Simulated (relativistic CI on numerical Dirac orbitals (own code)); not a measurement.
**Ba VI: from the plainest model towards the measured levels**

Calculated with a relativistic CI code on KLI orbitals (one set per configuration, finite nucleus), adding one ingredient at a time: step 1, Dirac-Coulomb, each configuration alone; step 2, with Breit and QED terms; step 3, with configuration mixing; step 4, with scaled Slater integrals (0.9); step 5, with a P86 correlation estimate; step 6, tied to the ionisation limit. P86 is a density functional for the correlation energy, evaluated here for each configuration and added to its levels. Step 6 is semi-empirical: configurations made of the next ion and one excited electron move by -17332 cm⁻¹, so that their limit matches the tabulated ionisation energy, and those with a non-penetrating f or g electron also take the P86 value of the least penetrating other one.

Configurations in the expansion (outside the closed core [Kr] 4d10): 5s2 5p3, 5s 5p4, 5s2 5p2 5d, 5s2 5p2 6s, 5p5, 5s2 5p2 4f, 5s 5p3 5d, 5s2 5p2 5f, 5s2 5p 4f 5d, 5s2 5p2 6p, 5s 5p3 4f, 5s 5p3 5f, 5s2 5p 4f2, 5s2 4f2 5d, 5s2 4f2 6s, 5s2 4f3, 5s 5p 4f2 5d, 5s2 4f2 5f, 5s2 5p 5d2, 5s2 5d3, 5s2 5d2 6s, 5s2 4f 5d2, 5s 5p 5d3, 5s2 5d2 5f.

Computed minus measured energy above the ground level, in cm⁻¹, for 9 of the 14 excited levels that pair in every step (one J of a term; a digit in brackets numbers repeated terms):

```csv
Configuration,Term,J,Measured,Step 1,Step 2,Step 3,Step 4,Step 5,Step 6
5s2 5p3,2D°,3/2,17261,3566,3504,1087,249,242,108
5s2 5p3,2P°,1/2,36156,6356,6217,1908,-168,-163,-214
5s2 5p2 5d,4F,5/2,183552,-1043,-1348,6097,5464,7371,-9298
5s2 5p2 5d,2F,5/2,191382,448,69,7034,6224,8139,-8785
5s2 5p2 5d,4D,1/2,193882,-1104,-1486,7909,6367,7975,-5247
5s2 5p2 5d,4P,5/2,214871,633,182,15814,12075,13835,-1134
5s2 5p2 5d,2D,5/2,228331,4068,3491,17811,12816,14636,-1094
5s2 5p2 6s,4P,1/2,247726,-265,-198,9290,7470,12143,-5612
5s2 5p2 6s,2D,5/2,288565,2808,2426,12552,9178,14004,-3102
```

Mean absolute errors in cm⁻¹, over all paired levels and for the configurations:

```tsv
Configuration, levels	Step 1	Step 2	Step 3	Step 4	Step 5	Step 6
all, 14	2378	2274	7656	5760	7929	3936
5s2 5p3, 4	5049	4871	1336	321	314	267
5s2 5p2 5d, 6	1440	1398	9967	7972	9793	5957
5s2 5p2 6s, 4	1115	992	10509	7881	12748	4574
```

Measured levels: Sansonetti and Curry, J. Phys. Chem. Ref. Data 39, 043103 (2010).

The mean absolute error is lowest at step 2 (2274 cm⁻¹), and the largest single drop is from step 5 to 6 (7929 to 3936). Terms of the ground configuration are off by 5049 at first, 1336 with mixing and 321 after scaling, which stands in for the correlation that narrows term splittings. Mixing lowers the ground level by 11365; relative to it the configurations that move most are 5s2 5p2 5d by +10117, 5s2 5p2 6s by +10091. Configurations whose own partners of that kind are not in the list rise by much of that lowering, so a short list can trade one imbalance for another. The P86 estimate moves 5s2 5p2 6s by +4868, 5s2 5p2 5d by +1822, and takes the mean absolute error of the excited configurations from 7935 to 10975; it adds to levels that were already too high. Step 6 takes that error from 10975 to 5404; the error more than halves for 5s2 5p2 6s.
